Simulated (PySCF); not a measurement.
Gas-phase reaction: CuF + CuH ⇌ Cu2 + HF

Energies from PySCF, thermal terms from the rigid-rotor harmonic-oscillator model, ideal gas at 1 bar. † marks an energy on the PBE0/def2-TZVP geometry and frequencies; other levels use their own. CCSD(T) freezes the core. 6-31G* has spherical d functions here. All species are closed-shell singlets. Cu: all electrons, no relativistic terms. CCSD(T) isn't extrapolated to the basis-set limit; its ΔH°(298 K) is -101.5 kJ in def2-SVP and -94.3 kJ in def2-TZVPP. The harmonic model lacks anharmonicity and excited electronic states, which grow with temperature; levels with a mode under 35 cm⁻¹ are left out. Warning, large T1 diagnostic: Cu2, CuF, CuH (CCSD(T)/def2-TZVPP†).

```tsv
level	ΔE electronic, kJ	ΔH°(298 K), kJ	ΔS°(298 K), J/K	ΔG°(2500 K), kJ
BLYP/def2-TZVP†	-105	-92	-7	-72
CCSD(T)/def2-TZVPP†	-107	-94	-7	-74
HF/6-31G*	-41	-28	-9	-2
M06-2X/def2-TZVP†	-129	-116	-7	-96
PBE/def2-SVP	-93	-81	-8	-59
PBE0/def2-SVP†	-107	-94	-7	-73
ωB97M-V/def2-TZVP†	-94	-81	-7	-60
```
ΔH° is lowest at M06-2X/def2-TZVP† and highest at HF/6-31G*. No reference value is set beside these.
